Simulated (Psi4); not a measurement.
ClGa, singlet, at a GFN2-xTB geometry (such geometries of metal compounds can be far from the true shape), with bond 2-1 at 1.6 times its length; Psi4 with B3LYP/pcseg-1.

The Psi4 input:
```
memory 2 GB

molecule mol {
0 1
Ga   -0.000000   -0.000000   -0.768265
Cl    0.000000    0.000000    2.702483
}

set {
  basis pcseg-1
  reference rks
}

energy('b3lyp')
print_variables()
```

It wrote (shortened):

```
   => Loading Basis Set <=

    Name: PCSEG-1
    Role: ORBITAL
    Keyword: BASIS

         ---------------------------------------------------------
                                   SCF
               by Justin Turney, Rob Parrish, Andy Simmonett
                          and Daniel G. A. Smith
                              RKS Reference
         ---------------------------------------------------------

  ==> Geometry <==

    Molecular point group: c2v
    Full point group: C_inf_v

    Geometry (in Angstrom), charge = 0, multiplicity = 1:

       Center              X                  Y                   Z               Mass
    ------------   -----------------  -----------------  -----------------  -----------------
         GA           0.000000000000     0.000000000000    -1.168186590643    68.925573500000
         CL           0.000000000000     0.000000000000     2.302561409357    34.968852682000

  Running in c2v symmetry.

  Rotational constants: A = ************  B =      0.06032  C =      0.06032 [cm^-1]
  Rotational constants: A = ************  B =   1808.42921  C =   1808.42921 [MHz]
  Nuclear repulsion =   80.350515227002958

  Charge       = 0
  Multiplicity = 1
  Electrons    = 48
  Nalpha       = 24
  Nbeta        = 24

  ==> Algorithm <==

  SCF Algorithm Type is DF.
  DIIS enabled.
  MOM disabled.
  Fractional occupation disabled.
  Guess Type is SAD.
  Energy threshold   = 1.00e-06
  Density threshold  = 1.00e-06
  Integral threshold = 1.00e-12

  ==> Primary Basis <==

  Basis Set: PCSEG-1
    Blend: PCSEG-1
    Number of shells: 19
    Number of basis functions: 45
    Number of Cartesian functions: 48
    Spherical Harmonics?: true
    Max angular momentum: 2

  ==> DFT Potential <==

   => LibXC <=

    Version 7.1.2
    S. Lehtola, C. Steigemann, M. J. T. Oliveira, and M. A. L. Marques,  SoftwareX 7, 1–5 (2018) (10.1016/j.softx.2017.11.002)

   => Composite Functional: B3LYP <=

    B3LYP Hyb-GGA Exchange-Correlation Functional

    P. J. Stephens, F. J. Devlin, C. F. Chabalowski, and M. J. Frisch,  J. Phys. Chem. 98, 11623 (1994) (10.1021/j100096a001)

    Deriv               =              1
    GGA                 =           TRUE
    Meta                =          FALSE

    Exchange Hybrid     =           TRUE
    MP2 Hybrid          =          FALSE

   => Exchange Functionals <=

    0.0800   Slater exchange
    0.7200         Becke 88

   => Exact (HF) Exchange <=

    0.2000               HF

   => Correlation Functionals <=

    0.1900   Vosko, Wilk & Nusair (VWN5_RPA)
    0.8100   Lee, Yang & Parr

   => LibXC Density Thresholds  <==

    XC_HYB_GGA_XC_B3LYP:  1.00E-15

   => Molecular Quadrature <=

    Radial Scheme          =       TREUTLER
    Pruning Scheme         =           NONE
    Nuclear Scheme         =       TREUTLER

    Blocking Scheme        =         OCTREE
    BS radius alpha        =              1
    Pruning alpha          =              1
    Radial Points          =             75
    Spherical Points       =            302
    Total Points           =          42464
    Total Blocks           =            408
    Max Points             =            253
    Max Functions          =             44
    Weights Tolerance      =       1.00E-15

   => Loading Basis Set <=

    Name: (PCSEG-1 AUX)
    Role: JKFIT
    Keyword: DF_BASIS_SCF

  ==> Integral Setup <==

  SCF_SUBTYPE=INCORE selected. In-core MEM_DF algorithm will be used.
  Using in-core AOs.

  ==> MemDFJK: Density-Fitted J/K Matrices <==

    J tasked:                   Yes
    K tasked:                   Yes
    wK tasked:                   No
    Algorithm:                 Core
    Schwarz Cutoff:           1E-12
    Mask sparsity (%):       5.1358
    Fitting Condition:        1E-10

   => Auxiliary Basis Set <=

  Basis Set: (PCSEG-1 AUX)
    Blend: DEF2-UNIVERSAL-JKFIT
    Number of shells: 98
    Number of basis functions: 394
    Number of Cartesian functions: 526
    Spherical Harmonics?: true
    Max angular momentum: 5

  Minimum eigenvalue in the overlap matrix is 7.9720913391E-02.
  Reciprocal condition number of the overlap matrix is 3.3396852236E-02.
    Using symmetric orthogonalization.

  ==> Pre-Iterations <==

  SCF Guess: Superposition of Atomic Densities via on-the-fly atomic UHF (no occupation information).

   -------------------------
    Irrep   Nso     Nmo
   -------------------------
     A1        22      22
     A2         3       3
     B1        10      10
     B2        10      10
   -------------------------
    Total      45      45
   -------------------------

  ==> Iterations <==

                           Total Energy        Delta E     RMS |[F,P]|

   @DF-RKS iter SAD: -2380.56851464557349   -2.38057e+03   0.00000e+00
   @DF-RKS iter   1: -2384.52364530038631   -3.95513e+00   3.08572e-02 ADIIS/DIIS
   @DF-RKS iter   2: -2379.77582134091199    4.74782e+00   7.01250e-02 ADIIS/DIIS
   @DF-RKS iter   3: -2384.82110389359877   -5.04528e+00   1.33003e-02 ADIIS/DIIS
   @DF-RKS iter   4: -2384.87331600979996   -5.22121e-02   5.38895e-03 ADIIS/DIIS
   @DF-RKS iter   5: -2384.88854917993376   -1.52332e-02   1.46948e-03 ADIIS/DIIS
   @DF-RKS iter   6: -2384.89036169831024   -1.81252e-03   2.01272e-04 ADIIS/DIIS
   @DF-RKS iter   7: -2384.89038385487220   -2.21566e-05   9.41131e-05 DIIS
   @DF-RKS iter   8: -2384.89039071003845   -6.85517e-06   7.66924e-06 DIIS
   @DF-RKS iter   9: -2384.89039076665949   -5.66210e-08   1.37642e-06 DIIS
   @DF-RKS iter  10: -2384.89039077084954   -4.19004e-09   9.51560e-07 DIIS
  Energy and wave function converged.

  ==> Post-Iterations <==

   Electrons on quadrature grid:
      Ntotal   =   47.9999897298 ; deviation = -1.027e-05

    Orbital Energies [Eh]
    ---------------------

    Doubly Occupied:

       1A1  -372.554806     2A1  -101.404587     3A1   -45.960181
       1B2   -40.737894     1B1   -40.737894     4A1   -40.737265
       5A1    -9.338888     6A1    -7.103900     2B2    -7.100141
       2B1    -7.100141     7A1    -5.589245     3B2    -3.891648
       3B1    -3.891648     8A1    -3.888681     1A2    -0.944599
       9A1    -0.944595     4B2    -0.941897     4B1    -0.941897
      10A1    -0.941047    11A1    -0.677791    12A1    -0.426439
      13A1    -0.234155     5B2    -0.221347     5B1    -0.221347

    Virtual:

       6B1    -0.133090     6B2    -0.133090    14A1    -0.110208
      15A1     0.112327     2A2     0.199270    16A1     0.199272
       7B2     0.204154     7B1     0.204154    17A1     0.205522
       8B2     0.223360     8B1     0.223360    18A1     0.267325
       9B2     0.468928     9B1     0.468928    19A1     0.479975
      20A1     0.659831    10B1     0.839187    10B2     0.839187
      21A1     0.841984     3A2     0.841996    22A1     0.880731

    Final Occupation by Irrep:
             A1    A2    B1    B2
    DOCC [    13,    1,    5,    5 ]
    NA   [    13,    1,    5,    5 ]
    NB   [    13,    1,    5,    5 ]

  @DF-RKS Final Energy: -2384.89039077084954

   => Energetics <=

    Nuclear Repulsion Energy =             80.3505152270029583
    One-Electron Energy =               -3478.8197970599580913
    Two-Electron Energy =                1096.6890639428197574
    DFT Exchange-Correlation Energy =     -83.1101728807145008
    Empirical Dispersion Energy =           0.0000000000000000
    VV10 Nonlocal Energy =                  0.0000000000000000
    Total Energy =                      -2384.8903907708495353

Computation Completed

Properties will be evaluated at   0.000000,   0.000000,   0.000000 [a0]

Properties computed using the SCF density matrix

 Multipole Moments:

 ------------------------------------------------------------------------------------
     Multipole            Electronic (a.u.)      Nuclear  (a.u.)        Total (a.u.)
 ------------------------------------------------------------------------------------

 L = 1.  Multiply by 2.5417464519 to convert [e a0] to [Debye]
 Dipole X            :          0.0000000            0.0000000            0.0000000
 Dipole Y            :          0.0000000            0.0000000            0.0000000
 Dipole Z            :         -9.4856874            5.5364434           -3.9492440
 Magnitude           :                                                    3.9492440

 ------------------------------------------------------------------------------------

  Variable Map:
  ----------------------------------------------------------------------------
  "CURRENT ENERGY"              =>   -2384.890390770850
  "CURRENT REFERENCE ENERGY"    =>   -2384.890390770850
  "DD SOLVATION ENERGY"         =>       0.000000000000
  "DFT FUNCTIONAL TOTAL ENERGY" =>   -2384.890390770850
  "DFT TOTAL ENERGY"            =>   -2384.890390770850
  "DFT VV10 ENERGY"             =>       0.000000000000
  "DFT XC ENERGY"               =>     -83.110172880715
  "GRID ELECTRONS ALPHA"        =>      23.999994864901
  "GRID ELECTRONS BETA"         =>      23.999994864901
  "GRID ELECTRONS TOTAL"        =>      47.999989729801
  "NUCLEAR REPULSION ENERGY"    =>      80.350515227003
  "ONE-ELECTRON ENERGY"         =>   -3478.819797059958
  "PCM POLARIZATION ENERGY"     =>       0.000000000000
  "PE ENERGY"                   =>       0.000000000000
  "SCF ITERATION ENERGY"        =>   -2384.890390770850
  "SCF ITERATIONS"              =>      10.000000000000
  "SCF TOTAL ENERGY"            =>   -2384.890390770850
  "TWO-ELECTRON ENERGY"         =>    1096.689063942820
  "XC GRID RADIAL POINTS"       =>      75.000000000000
  "XC GRID SPHERICAL POINTS"    =>     302.000000000000
  "XC GRID TOTAL POINTS"        =>   42464.000000000000

  Array Variable Map:
  ----------------------------------------------------------------------------
  "CURRENT DIPOLE"              =>       0.000000000000 ... -3.949244003378 1 by 3
  "SCF DIPOLE"                  =>       0.000000000000 ... -3.949244003378 1 by 3
  "SCF TOTAL ENERGIES"          =>   -2380.568514645573 ... -2384.890390770850 1 by 11
```
